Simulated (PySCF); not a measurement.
**Working out the ionisation energy of Mo²⁺**

Mo²⁺ [Kr] 4d4 (5D) → Mo³⁺ [Kr] 4d3 (4F). Calculation: PySCF 2.14, in aug-cc-pVDZ-PP with ECP28MDF; scalar relativity through the core potential. Frozen: 4s2 4p6. Energies in hartree (1 hartree = 27.21139 eV):

```csv
part,Mo²⁺ (lower),Mo³⁺ (upper)
UHF,-66.557901,-65.599170
MP2 opposite-spin,0.000000,0.000000
MP2 same-spin,-0.024570,-0.009560
```

Problem. What does Hartree-Fock give?

Solution. (-65.599170) − (-66.557901) = 0.958731 hartree = 26.088 eV.

Problem. What do MP2 and SCS-MP2 (6/5 opposite-spin, 1/3 same-spin) give?

Solution. The opposite-spin parts differ by 0.000 eV and the same-spin parts by 0.408 eV. MP2: 26.088 + (0.000) + (0.408) = 26.496 eV. SCS-MP2: 26.088 + 1.2 × (0.000) + (0.408)/3 = 26.224 eV.

Reference: 27.13 ± 0.12 eV (semi-empirical (NIST evaluation); NIST Atomic Spectra Database, ionization energies), between the lowest levels; spin-orbit coupling is absent from the calculation.

A double-zeta basis recovers only part of the correlation energy.

What remains against the reference includes basis incompleteness, the frozen core and correlation beyond second order.
